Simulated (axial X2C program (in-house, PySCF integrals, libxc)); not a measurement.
TcBr⁺: from Re and ωe to a spectrum

A bond curve at the CCSD(T) level, two-component, was computed with an axial X2C code built on PySCF integrals (basis Tc dyall-cv3z [12s12p8d5f3g], Br dyall-cv3z [8s9p6d4f1g] (cores contracted in-house)) for the state Ω = 5/2 (⟨Sz⟩ = 2.50, ⟨Lz⟩ = 0.00 at HF). Its fit gives Re = 2.3482 Å, ωe = 310.9 cm⁻¹, ωexe = 0.609 cm⁻¹ and αe = 1.985e-04 cm⁻¹; the masses are 98.9072 and 78.9183 u. Two-component means X2C with spin–orbit coupling and atomic mean-field Coulomb and Gaunt terms.

Correlated methods: 13 electrons correlated (number of frozen shells: Tc 4 s, 3 p, 1 d; Br 3 s, 2 p, 1 d), 297 virtual spin orbitals or spinors in MP2, 90 natural virtuals in coupled cluster.

(1) Find the reduced mass, Be and the force constant.

(2) Estimate the centrifugal constant by the Kratzer relation.

(3) Where do the fundamental and the first overtone lie?

(4) A Morse curve ties αe to the other constants (Pekeris). How well does that hold?

(5) Estimate De from a Morse curve and compare with the computed well depth of 2.620 eV to Tc+ + Br.

The state is a single determinant with fixed occupations, the lowest that a limited PBE0 search found. Dissociation energies refer to the lowest single-determinant-based atoms at the same level and basis. CCSD and (T) use frozen natural virtuals with an MP2 correction for the truncation; (T) itself is uncorrected, so its De runs slightly low. With several unpaired electrons one determinant need not be a pure state. This is the top spin component of a Σ state; components of lower Ω are not single determinants and can lie lower.

Results:

(1) From the CCSD(T) values: μ = 43.8946 u. Be = 16.8576/(μ Re²) = 0.06965 cm⁻¹. k = 5.8918×10⁻⁷ μ ωe² = 2.5 mdyn/Å.

(2) D = 4Be³/ωe² = 1.40e-08 cm⁻¹.

(3) ν(1←0) = ωe − 2ωexe = 309.7 cm⁻¹; ν(2←0) = 2ωe − 6ωexe = 618.1 cm⁻¹.

(4) αe(Morse) = 6Be²/ωe × (√(ωexe/Be) − 1) = 1.832e-04 cm⁻¹; the CCSD(T) curve gives 1.985e-04 cm⁻¹, a ratio of 0.92.

(5) De(Morse) = ωe²/(4ωexe) = 4.920 eV against 2.620 eV computed, a ratio of 1.88. The extrapolation overshoots: the well softens faster than a Morse curve, or the lowest atomic limit lies below the one to which the curve heads.
